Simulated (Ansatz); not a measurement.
Ga₁₃Sb₁₄H₃₄⁺, a nanocrystal cut from wurtzite GaSb (hydrogen-capped). The state is a singlet with charge 1. Geometry PBE-D4/def2-SVP, basis def2-SVP, Ansatz.

```xyz
61

Sb    3.480    0.999    3.157
Ga    3.358   -1.602    2.358
Sb    4.679   -1.630    0.027
Sb    4.002    2.419   -1.108
Ga    3.895   -0.134   -2.052
Sb   -0.151    0.767    4.739
Ga    1.244    2.496    3.220
Ga   -0.371   -1.841    3.983
Sb    0.857   -2.050    1.664
Ga    0.687   -4.701    0.917
Sb    0.198    2.289    0.787
Ga    1.729    3.817   -0.754
Ga   -0.019   -0.241   -0.080
Sb    1.343   -0.728   -2.313
Sb   -0.379   -4.403   -1.508
Ga    1.222   -3.291   -3.326
Sb    0.831    3.424   -3.262
Ga    0.640    0.897   -4.262
Sb   -2.962   -2.118    3.360
Sb   -3.766    1.924    2.280
Ga   -2.123    3.573    0.927
Ga   -4.111   -0.645    1.440
Sb   -2.517   -0.974   -0.630
Ga   -2.904   -3.551   -1.536
Sb   -3.305    3.163   -1.458
Ga   -3.638    0.627   -2.395
Sb   -1.997    0.493   -4.508
H     4.131    1.049    4.743
H     4.726    1.915    2.414
H     4.055   -2.467    3.475
H     6.379   -1.580    0.253
H     4.555   -3.243   -0.525
H     4.996    2.629    0.274
H     4.969    3.350   -2.176
H     4.875   -0.218   -3.283
H     0.563    0.822    6.298
H    -1.633    1.509    5.186
H     1.426    3.928    3.847
H     0.067   -2.722    5.214
H     2.212   -5.115    0.854
H    -0.358   -5.259    1.964
H     1.937    5.326   -0.358
H    -0.517   -6.025   -2.064
H     2.722   -3.768   -3.173
H     0.486   -3.055   -4.706
H     1.871    4.330   -4.282
H    -0.561    4.397   -3.503
H     1.402    0.882   -5.641
H    -3.948   -2.236    4.758
H    -3.112   -3.733    2.819
H    -3.450    2.092    3.957
H    -5.298    2.695    2.300
H    -2.134    5.067    1.420
H    -5.662   -0.889    1.313
H    -3.758   -4.178   -0.362
H    -3.435   -3.298   -3.003
H    -2.636    4.262   -2.593
H    -4.845    3.910   -1.358
H    -5.158    0.468   -2.779
H    -2.142   -1.115   -5.073
H    -2.645    1.293   -5.879
```

| run | HOMO (eV) | LUMO (eV) |
| --- | --- | --- |
| A | -7.92 | -5.36 |
| B | -8.39 | -4.92 |
| C | -8.58 | -4.83 |
| D | -7.70 | -5.40 |

In the def2 sets Sb takes a core potential; there is no spin–orbit coupling. B3LYP takes the VWN-RPA correlation. Single mean-field runs in def2-SVP are fitted with def2-universal-jkfit.

Q: The runs used B3LYP, PBE, PBE0, r2SCAN. Estimate which is which.

A: A r2SCAN (0 % exact exchange); B B3LYP (20 % exact exchange); C PBE0 (25 % exact exchange); D PBE (0 % exact exchange). Exact exchange lowers occupied and raises empty levels; among semilocal functionals meta-GGAs tend to open the gap a little, and such runs are hard to tell apart. The gap grows from 2.30 eV (PBE) to 3.75 eV (PBE0).
